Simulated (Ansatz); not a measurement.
```tsv
atom	x (Å)	y (Å)	z (Å)
C	-0.0399	0.7242	-0.0288
C	-1.2291	1.4104	0.0471
C	-2.4797	0.7026	-0.0094
C	-2.4691	-0.7395	0.0006
C	-1.2225	-1.3651	0.0284
C	-0.0118	-0.6699	-0.0175
C	2.4743	0.7166	0.0230
C	1.2691	1.4268	-0.0338
C	1.2415	-1.3664	-0.0363
C	2.3966	-0.7155	-0.0355
H	-1.2602	2.5394	0.0080
H	-3.3434	1.2805	-0.0082
H	-3.3991	-1.2021	-0.0066
H	-1.2825	-2.4671	0.0017
H	3.3535	1.2544	0.0416
H	1.2792	2.4705	-0.0209
H	1.2806	-2.4645	-0.0018
H	3.3647	-1.2014	-0.0090
```

Basis set: 6-31G (spherical functions). Frozen core: 10 orbitals. Charge 0, multiplicity 1.

Computed with Ansatz (development build ahead of 0.2.0); each method stands on the lowest determinant of its kind that the runs found. Restricted open shells among the atoms or ions are ROHF, correlated in semicanonical orbitals with singles.

The atomization energy at this shape (free ground-state atoms in the same class of orbitals less the molecule, no zero-point energy) of singlet C₁₀H₈:

```csv
method,atomization energy
RHF-MP2,83.30 eV
```

(1) What does RHF give?

Results:

(1) 66.38 eV.

This basis has no polarisation functions and is too small for such energies, which can lie far from measured ones in either direction.
